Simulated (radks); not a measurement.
Valence configurations of W IV (all share [Xe]). All-electron calculation, scalar-relativistic Kohn-Sham, r2SCAN, spin-unpolarised, spherical densities, finite nucleus; meta-GGA in the generalised Kohn-Sham scheme; Fermi nuclear charge, rms radius 5.3658 fm. Program: a radial shooting solver on a logarithmic mesh with Libxc functionals. Order these by energy: 4f14 5d2 6s1; 4f12 5d3 6s2; 4f14 5d2.5 6p0.5; 4f13 5d3 6s1; 4f12 5d2 6s1 6p2; 4f12 5d5; 4f13 5d3 6p1; 4f12 5d4 6s1; 4f12 5d3 6p2; 4f14 5d3.

Answer. From the lowest, in eV above it: 4f14 5d3 0.000; 4f14 5d2 6s1 3.744; 4f14 5d2.5 6p0.5 5.612; 4f13 5d3 6s1 40.652; 4f13 5d3 6p1 48.798; 4f12 5d5 79.285; 4f12 5d4 6s1 85.598; 4f12 5d3 6s2 92.734; 4f12 5d3 6p2 110.56; 4f12 5d2 6s1 6p2 119.68. NIST lists [Xe] 4f14 5d3 as the ground configuration; this level of theory agrees among the configurations tried. The energies are those of spherical spin-averaged densities, not of single terms.
